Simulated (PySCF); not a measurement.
Vertical excitations of a molecule CH₃Si, multiplicity 2 from TDA-PBE0/def2-TZVPD in PySCF, as energy in eV (oscillator strength): 1.75 (0.000), 2.78 (0.003), 3.86 (0.000), 5.10 (0.006), 5.45 (0.203), 5.77 (0.018), 5.93 (0.027), 6.13 (0.023), 6.24 (0.121), 6.25 (0.022). Geometry: PBE0-D3(BJ)/def2-TZVP. One conformer was computed; it need not be the lowest.

Problem. Which structure fits?
A) [CH]=[SiH2]
B) C[Si]
C) C=[SiH]

Solution. A, [CH]=[SiH2]
